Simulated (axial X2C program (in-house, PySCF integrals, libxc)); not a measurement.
In₂: properties at the nuclei

Calculated with an in-house all-electron X2C program for linear molecules (integrals from PySCF): two-component X2C with atomic mean-field Coulomb and Gaunt terms, Gaussian nuclei, basis In dyall-cv3z with contracted cores.

R = 3.040 Å (near the PBE0 minimum at charge 0 of the determinant lowest at the starting distance; the state shown can have its own minimum elsewhere).

Input and command:
```json
{"zs": [49, 49], "q": 0, "bas": ["dyall-cv3z", "dyall-cv3z"], "r0": 2.84, "levels": ["PBE0", "HF", "PBE", "r2SCAN", "BP86"], "nst": 3}
```
```bash
python soeom.py task.json out
```

Keys: zs atomic numbers; q charge; bas basis sets; r0 starting distance in Å; levels methods; nst determinants followed.

Determinant lowest in the PBE0 search, Ω = 1 (⟨Sz⟩ = -0.01, ⟨Lz⟩ = 1.01 at PBE0), spin on the atoms In -0.01, In -0.01:

```tsv
level	A∥/gI In (MHz)	qzz In (a.u.)
PBE0	589	-2.68
HF	383	-2.92
PBE	652	-2.57
r2SCAN	664	-2.70
BP86	676	-2.57
```

Determinant 0.02 eV from it at PBE0 and this distance, Ω = 2 (⟨Sz⟩ = 0.99, ⟨Lz⟩ = 1.01 at PBE0), spin on the atoms In 0.50, In 0.50:

```
 level  A∥/gI In (MHz)  qzz In (a.u.)
  PBE0            85.7          -2.81
    HF            -104          -3.06
   PBE             128          -2.71
r2SCAN              27          -2.80
  BP86             129          -2.71
```

A∥ (defined per Ω) follows by multiplying with gI = μI/(I μN); qzz is the electric field gradient, eQq0 = 234.96 MHz × Q/barn × qzz. The operators were transformed with the bare-nucleus X2C matrices; with these basis sets, hyperfine constants and field gradients can be off by tens of per cent, and where levels differ in sign neither size nor sign is settled.

(1) With gI(115In) = 1.2313, Q(115In) = 0.772 barn (g factors from the IAEA table of nuclear moments by Stone; Q from Pyykkö, Mol. Phys. 2018), turn the PBE0 values of the first state into constants in MHz.

Each state is one determinant with collinear spin, which with several unpaired electrons need not be a pure state. Unrestricted Hartree–Fock can overshoot spin polarisation at the nuclei. With several open shells hyperfine constants can be off by a factor of several. Open-shell Ω = 0 determinants with evenly filled partner blocks cannot be reached by this program, so the Ω shown need not be the lowest component. States lie within half an eV, so the first need not be the ground state. Further determinants of the search, some of them spin-mixed, are not shown. PBE0 term energies can be off by some tenths of an eV.

Answers

(1) A∥(115In) = 589 × 1.2313 = 725 MHz; eQq0(115In) = 234.96 × (0.772) × (-2.68) = -486 MHz.
